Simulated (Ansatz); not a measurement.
Geometry optimisation, RKS CAM-B3LYP/STO-3G in Ansatz.

input.yaml

```yaml
crystal:
  periodic: [false, false, false]
  atoms:
    - { symbol: Si, position_ang: [0.0, 0.0, 0.0] }
    - { symbol: O, position_ang: [0.0, 0.0, 1.68] }
    - { symbol: C, position_ang: [-1.1112, -0.3437, 2.4945] }
    - { symbol: H, position_ang: [-1.814, -0.9775, 1.9143] }
    - { symbol: H, position_ang: [-0.7584, -0.9037, 3.3856] }
    - { symbol: H, position_ang: [-1.6313, 0.5809, 2.8212] }
    - { symbol: O, position_ang: [1.5842, 0.0, -0.5594] }
    - { symbol: C, position_ang: [2.3503, -1.1632, -0.836] }
    - { symbol: H, position_ang: [1.7187, -1.9052, -1.3675] }
    - { symbol: H, position_ang: [3.2179, -0.8926, -1.4733] }
    - { symbol: H, position_ang: [2.7141, -1.6023, 0.1163] }
    - { symbol: Si, position_ang: [-1.0456, 1.8115, -0.7393] }
    - { symbol: H, position_ang: [-2.4302, 1.478, -1.0607] }
    - { symbol: H, position_ang: [-1.0215, 2.8436, 0.2931] }
    - { symbol: H, position_ang: [-0.3743, 2.3069, -1.9374] }
    - { symbol: H, position_ang: [-0.6877, -1.1914, -0.4862] }
basis:
  gaussian: { orbitals: STO-3G }
hamiltonian:
  xc: cam_b3lyp
relax:
  f_tol: 0.02
  max_steps: 40
output:
  orbitals: {}
```

Launched with:

```bash
$ ansatz run input.yaml --threads 1 --pin off --max-ram 2048MiB --backend cpu --events-out ev --progress --plain --runs-dir out
```

Task: Where does it end, and by what steps?

Result: The forces met the threshold. The force dipped under the threshold on the way, but the program's further checks kept it going. Limits of this set-up: minimal basis. After 30 steps the energy has fallen by 0.547 eV; H13 moved furthest, 1.03 Å.

```tsv
step	energy less start (eV)	largest force component (eV/Å)	accepted
0	0.0000	2.078	yes
2	-0.4383	0.678	yes
4	-0.5192	0.405	yes
6	-0.5371	0.101	yes
8	-0.5394	0.021	yes
10	-0.5399	0.036	yes
12	-0.5408	0.081	yes
14	-0.5420	0.061	yes
16	-0.5431	0.072	yes
18	-0.5443	0.093	yes
20	-0.5455	0.035	yes
22	-0.5458	0.099	no
24	-0.5463	0.084	no
26	-0.5467	0.025	yes
28	-0.5469	0.024	yes
30	-0.5471	0.007	yes
```

```xyz
16
Properties=species:S:1:pos:R:3
Si -0.024 0.036 -0.142
O 0.237 -0.215 1.538
C -1.002 -0.531 2.221
H -1.521 -1.422 1.807
H -0.759 -0.750 3.277
H -1.733 0.305 2.218
O 1.544 0.106 -0.819
C 2.266 -1.135 -0.583
H 1.790 -2.013 -1.067
H 3.277 -1.021 -1.015
H 2.384 -1.370 0.495
Si -1.067 1.970 -0.668
H -2.411 1.969 -0.153
H -0.380 3.110 -0.124
H -1.143 2.121 -2.097
H -0.748 -1.119 -0.645
```

Whether the end is a true minimum wasn't checked by a vibrational analysis.

Run time: 2.5 min on 1 thread of Arm Neoverse V1, on a shared host, peak memory 0.15 GiB.
